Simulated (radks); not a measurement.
The numbers below are computed, except where a source is named.
Fractional charge and spin in the 5s shell of holmium: the spin-up occupation runs from 0 to 1 and the spin-down occupation from 0 to 1; the fullest corner is Ho2+, [Kr] 4d10 4f(up 5.5, down 5.5) 5p6 5s(up 1, down 1). Level of theory: scalar-relativistic Kohn-Sham, r2SCAN, spin-polarised, spherical densities, finite nucleus; meta-GGA in the generalised Kohn-Sham scheme; Fermi nuclear charge, rms radius of each element as measured or else 0.836 A^(1/3) + 0.57 fm (a radial shooting solver on a logarithmic mesh with Libxc functionals). Energy (eV) above the fullest corner. The planes named below are the two flat planes that join the four corners, with an edge along up + down = one added electron.

down \ up,0,0.5,1
0,161.500,115.299,72.740
0.5,115.299,73.211,34.661
1,72.740,34.661,0.000

Corners above the fullest one (they belong to Ho3+ and the next ion): (up 1, down 0) 72.740 eV, (up 0, down 1) 72.740 eV, (up 0, down 0) 161.50 eV. With half an added electron in each spin the energy lies 0.472 eV from the planes, and with half an added electron in spin up alone -1.821 eV. The planes are only a guide here: the flat-plane condition holds for ground states with one frontier orbital, while this shell lies below other occupied shells, so the corners above the fullest one are inner-hole states and not the ground states of those ions.
